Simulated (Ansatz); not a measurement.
Molecule: C3H7Si, charge 0, multiplicity 2. SMILES: [CH]=CC[SiH3]
Geometry: optimised at B3LYP-D3(BJ)/def2-TZVP (Ansatz, a first-principles code).

Wanted: atomisation energy, in kcal/mol. Terms: atomisation electronic, to ground-state atoms; 6-311+G** with 5d, 6d on Na to Ar in Ansatz; spin-orbit terms left out; open shells spin-unrestricted; non-relativistic; dispersion terms only where a functional's name holds one. Ab initio and DFT rows: single points at B3LYP-D3(BJ) geometries (Ansatz).

```tsv
species	coefficient	E at B3LYP/6-311+G** (Ansatz), Eh	E at PBE0/def2-TZVPD (Ansatz), Eh
[CH]=CC[SiH3]	-1	-407.97769	-407.68903
C atom	+3	-37.85727	-37.80543
H atom	+7	-0.50216	-0.50104
Si atom	+1	-289.39468	-289.24952
```

 1 Eh = 627.5095 kcal/mol.

Question: Compute it at each level from the table.

Answer: 
- B3LYP/6-311+G**: the sum of coefficient times E is 1.49608 Eh, or 938.80 kcal/mol. Result: 938.8 kcal/mol.
- PBE0/def2-TZVPD: the sum of coefficient times E is 1.51594 Eh, or 951.27 kcal/mol. Result: 951.3 kcal/mol.
